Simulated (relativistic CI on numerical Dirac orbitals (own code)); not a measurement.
## One change at a time: Rb²⁵⁺

Base calculation: Dirac-Coulomb-Breit CI, KLI orbitals optimised for each configuration, model QED, unscaled Slater integrals.

CI space (outside the closed core [Ne]): 3s², 3s3p, 3p², 3s3d, 3d², 3p3d, 3p4s, 3d4s, 3s4s, 3s4p, 3s4d, 3s4f, 3s5s, 3s5p, 3s5d, 4s². Levels of other configurations are missing.

The lowest level and the first level of each name with at least 55 % of one term (blank where a level has no safe partner in the second run):

| Level | Base (cm⁻¹) | Shift (cm⁻¹) |
| --- | --- | --- |
| 3s² ¹S0 | 0 | 0 |
| 3s3p ³P°0 | 404344 | -2559 |
| 3s3p ³P°1 | 429655 | -2028 |
| 3s3p ³P°2 | 519488 | -30 |
| 3s3p ¹P°1 | 671596 | -363 |
| 3p² ³P0 | 972927 | -4760 |
| 3p² ¹D2 | 1048193 | -1743 |
| 3p² ³P1 | 1054841 | -2727 |
| 3p² ³P2 | 1157501 | +4 |
| 3s3d ³D1 | 1237772 | +1289 |
| 3s3d ³D2 | 1246025 | +1996 |
| 3s3d ³D3 | 1259384 | +2998 |
| 3p² ¹S0 | 1280777 | -776 |
| 3s3d ¹D2 | 1396458 | +1535 |

At this charge energies of transitions that change n are usually good to better than 1 %, and those within a shell (Δn = 0) to a few per cent.

One thing was changed in a second run, which moved the levels as shown. Which?
A. Breit term removed
B. QED terms removed
C. configuration mixing switched off
D. only the first 3 configurations
E. valence Slater integrals scaled by 0.9

A. Breit term removed. The Breit term mainly narrows fine-structure intervals, so removing it widens them.

LS names give the leading component of a level, which can be under half, so a name can repeat, a term be missing and a line seem to break the LS rules.
